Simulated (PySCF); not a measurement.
Structure with atom numbers: `[CH:1]#[C:2][Si@@H:3]([CH3:4])[N:5]=[CH2:6]`. Each H is labelled by its parent atom. Ha(C6) is cis to Si3; Hb(C6) is trans to Si3.

Geometry: PBE0-D3(BJ)/def2-SVP; GIAO shifts from PySCF 2.14.0 with density-fitted response routines, gas phase, non-relativistic, averaged over equivalent atoms.

At PBE0/pcSseg-1 (144 basis functions, 21 s wall time on 1 thread of an Arm Neoverse N1, shared host):
| atoms | δ (ppm) |
| --- | --- |
| C6 | 175.9 |
| C1 | 103.9 |
| C2 | 87.9 |
| C4 | -0.7 |
| Si3 | -23.6 |
| N5 | 430.4 |
| Ha(C6) | 8.58 |
| Hb(C6) | 8.53 |
| H(Si3) | 4.68 |
| H(C1) | 2.36 |
| H(C4) | 0.49 |

Scale: 13C (σ = 184.41 ppm), 29Si (σ = 351.99 ppm), 1H (σ = 31.27 ppm) vs TMS; NH3 for 15N (σ = 265.67 ppm) (reference shieldings calculated alike).

Predict the values at BP86/pcSseg-1 on the same geometry.

## Answers


```tsv
atoms	δ at BP86/pcSseg-1	change
C6	174.0	-1.9
C1	100.3	-3.6
C2	85.9	-2.0
C4	-0.5	+0.2
Si3	-26.3	-2.7
N5	424.4	-6.0
Ha(C6)	8.78	+0.20
Hb(C6)	8.57	+0.04
H(Si3)	4.82	+0.14
H(C1)	2.30	-0.06
H(C4)	0.48	-0.01
```

Chemical shifts δ = σref − σ; 13C (σ = 179.74 ppm) and 29Si (σ = 333.91 ppm) and 1H (σ = 31.27 ppm) vs TMS; 15N (σ = 263.10 ppm) vs NH3, all at this level.

The largest change is at N5 (imine nitrogen). Cost: 144 basis functions, 16 s wall time on 1 thread of an Arm Neoverse V2, shared host. The order of the carbon signals is the same at both levels.

Experimental scales use liquid or dissolved standards, which lie at an offset from isolated NH3 (liquid NH3: subtract about 20 ppm). Unscaled 15N shifts of sp2 nitrogen come out 20 to 40 ppm too high even then.
